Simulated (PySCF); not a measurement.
H2MgS. Atoms are numbered in the order given.

```xyz
4

Mg     0.0008     1.2525     0.0000
H      0.0325     2.9406     0.0000
S     -0.0814    -1.0500     0.0000
H      1.2593    -1.1709     0.0000
```
Charge 0, spin multiplicity 1.

Geometry optimised at B3LYP-D3(BJ)/def2-TZVP.

Computed with B3LYP/def2-TZVPD in PySCF.

Mulliken values depend strongly on the basis, most of all with diffuse functions as here. ESP charges are fitted to the potential on shells at 1.4 to 2.0 van der Waals radii. Atomic charges (e):

```csv
atom,ESP fit,Mulliken,IAO
Mg1,0.78,0.48,1.30
H2,-0.38,-0.12,-0.54
S3,-0.52,-0.50,-0.84
H4,0.12,0.15,0.08
```
